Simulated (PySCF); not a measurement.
**Static response to an electric field**

C3H10OSSi2.
Geometry (GFN2-xTB, Å), atoms numbered from 1 in this order:
```
atom  x, y, z in Å
C1    -2.0944    1.8135   -1.3454
C2    -2.0474    0.4983   -1.2010
Si3   -0.5554   -0.4717   -0.5951
C4    -0.9796   -1.4860    0.9527
S5     0.9823    0.9792   -0.1613
Si6    2.5128   -0.1667    0.8178
O7     3.8155    0.7829    0.9171
H8    -2.9758    2.3294   -1.6950
H9    -1.2402    2.4286   -1.1144
H10   -2.9271   -0.0854   -1.4448
H11   -0.0243   -1.3492   -1.6444
H12   -1.7988   -2.1690    0.7504
H13   -1.2788   -0.8453    1.7780
H14   -0.1284   -2.0759    1.2809
H15    2.8202   -1.3332    0.0042
H16    2.0881   -0.4881    2.1706
H17    3.8243    1.6507    0.5199
```

Level: CAM-B3LYP/def2-SVPD (PySCF), static field, nuclei fixed, core orbitals frozen in the response. The polarisability tensor in these axes (au):

```
x   125.30  -2.18  13.67
y    -2.18 113.62  -9.05
z    13.67  -9.05  96.74
```

Q: Give the principal values, the mean and the anisotropy Δα = √{½[(α1 − α2)² + (α2 − α3)² + (α1 − α3)²]}.

A: Principal values 88.86, 114.35 and 132.46 au; mean 111.89 au = 16.58 Å³ = 18.45 × 10⁻⁴⁰ C²·m²/J; Δα = 37.94 au (34 % of the mean).

Q: What is the dipole moment, and where does it point?

A: (-1.49, -0.31, -0.19) D, 1.53 D in size, pointing from the negative to the positive side. Measured along this direction, the outermost atoms are H17 at the negative end and H10 at the positive end.

Q: Refractivity n − 1 of an ideal gas of it at 400 K and 1 atm, from the electronic α?

A: N = p/kT = 1.8347 × 10¹⁹ cm⁻³, so n − 1 = 2π × N × 16.58 × 10⁻²⁴ cm³ = 1911 × 10⁻⁶ at long wavelengths, for an ideal gas.

Q: Find the Langevin capture rate constant for H3O+ (19.018 u) meeting this molecule (149.999 u), k = 2.342 × 10⁻⁹ cm³/s × √(α in Å³ / reduced mass in u).

A: The reduced mass is 16.88 u, so k = 2.32 × 10⁻⁹ cm³/s. The formula leaves out the permanent dipole, which adds to the capture rate.

Q: Rayleigh depolarisation ratio (linearly polarised light, static tensor)?

A: ρ = 3Δα²/(45ᾱ² + 4Δα²) = 4317.6/(563337 + 5756.8) = 0.00759.

Q: Along which axes do the principal values lie, and how far do the nuclei extend along each?

A: Largest value along (0.87, -0.30, 0.41), where the nuclei span 7.39 Å; middle along (0.39, 0.91, -0.17), 5.68 Å; least along (-0.32, 0.30, 0.90), 3.63 Å. The response follows the extents in order.

The structure is a single GFN2-xTB conformer in the gas phase; no vibrational or solvent corrections.

The run behind these numbers computed excited states as well. The run took 3.2 min wall, 2.7 min CPU (grids of density and orbitals included) on one thread of an Intel Xeon at 2.50 GHz (shared host), and the process peaked at 1.2 GiB of memory.
